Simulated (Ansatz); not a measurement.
Geometry optimisation, UKS PBE0-D4/6-31G (Ansatz).

The input (input.yaml):

```yaml
crystal:
  periodic: [false, false, false]
  atoms:
    - { symbol: Mg, position_ang: [-1.348406, 0.476579, -0.334785] }
    - { symbol: O, position_ang: [1.689497, -0.802358, -0.963737] }
    - { symbol: Cl, position_ang: [-2.986232, 0.715974, -1.85606] }
    - { symbol: H, position_ang: [1.654102, -0.332971, -0.110999] }
    - { symbol: O, position_ang: [0.138775, 0.945098, 0.98336] }
    - { symbol: O, position_ang: [-0.833916, -0.226097, 1.410933] }
    - { symbol: H, position_ang: [2.425406, -0.467356, -1.499128] }
    - { symbol: H, position_ang: [-0.739226, -0.30897, 2.370415] }
magnetization:
  spin_polarized: true
basis:
  gaussian: { orbitals: "6-31G" }
hamiltonian:
  xc: pbe0
  dispersion: d4
relax:
  f_tol: 0.03
  max_steps: 50
```

Command:

```bash
$ ansatz run input.yaml --threads 2 --pin off --max-ram 3072MiB --backend cpu --events-out ev --progress --plain --runs-dir out
```

Question: Where does it end, and by what steps?

Answer: It converged. Limits of this set-up: no polarisation functions. After 13 steps the energy has fallen by 1.251 eV; O2 moved furthest, 0.78 Å. Joined: Mg1–O2 (3.36 → 1.97 Å).

| step | energy less start (eV) | largest force component (eV/Å) | accepted |
| --- | --- | --- | --- |
| 0 | 0.0000 | 1.016 | yes |
| 1 | -0.1908 | 0.862 | yes |
| 2 | -0.4560 | 1.430 | yes |
| 3 | -0.8133 | 1.035 | yes |
| 4 | -1.1135 | 1.339 | yes |
| 5 | -1.1903 | 1.229 | yes |
| 6 | -1.2038 | 0.780 | yes |
| 7 | -1.2299 | 0.584 | yes |
| 8 | -1.2402 | 0.223 | yes |
| 9 | -1.2472 | 0.097 | yes |
| 10 | -1.2494 | 0.073 | yes |
| 11 | -1.2494 | 0.102 | yes |
| 12 | -1.2505 | 0.038 | yes |
| 13 | -1.2506 | 0.016 | yes |

```xyz
8
Properties=species:S:1:pos:R:3
Mg -0.716 0.300 -0.478
O 1.122 -0.275 -0.915
Cl -2.470 0.541 -1.896
H 1.486 0.021 -0.039
O 0.299 0.882 1.145
O -0.525 -0.427 1.402
H 1.709 -0.758 -1.505
H -0.904 -0.285 2.286
```

Whether the end is a true minimum wasn't checked by a vibrational analysis.

The run took 46 s on 2 threads of Intel(R) Xeon(R) Platinum 8259CL CPU @ 2.50GHz (Skylake/Cascade Lake), with other jobs on the host, peak memory 0.2 GiB.
